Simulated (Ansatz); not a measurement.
Computed with Ansatz on PBE0-D4/def2-TZVP structures; ΔE is electronic, products minus reactants. CBS: MP2 limit from def2 TZ/QZ plus the TZ coupled-cluster correction, frozen cores. DFT in def2-TZVPP. def2 core potentials past Kr. For Y outer-core shells are correlated without core-valence functions, which leaves a few kJ/mol of doubt a bond. One conformer a species, not always the lowest.

Consider the substitution at a C–Si bond: `C[Si]1(F)CS1` + `[CH3][Y]([OH])[F]` → `C[O][Y]([CH3])[F]` + `F[SiH]1CS1`.

```csv
species,ωB97X-V energy (Eh)
`C[Si]1(F)CS1`,-866.77265
`[CH3][Y]([OH])[F]`,-254.05256
`C[O][Y]([CH3])[F]`,-293.35115
`F[SiH]1CS1`,-827.43411
```

(1) Work out ΔE.

Largest T1 diagnostic among the species: 0.014.

Results:

(1) ΔE = (-293.35115) + (-827.43411) − (-866.77265) − (-254.05256) = 0.03995 Eh = +25.1 kcal/mol. CCSD(T)/CBS gives +26.3 kcal/mol.

In def2-TZVPP, CCSD(T) changes the Hartree–Fock value by +2.5 kcal/mol (the triples alone add +0.1 kcal/mol) and MP2 by +4.3 kcal/mol. From PBE to PBE0 (25 % exact exchange), in def2-TZVPP and without D4, ΔE moves by +1.0 kcal/mol. The D4 term adds +1.1 kcal/mol with B3LYP and +0.6 kcal/mol with PBE0; it sums over pairs of atoms, weighted by their polarisabilities, and B3LYP, whose exchange is more repulsive, gets the larger term.

B3LYP here is the variant with VWN-RPA as its local correlation; programs differ in this.
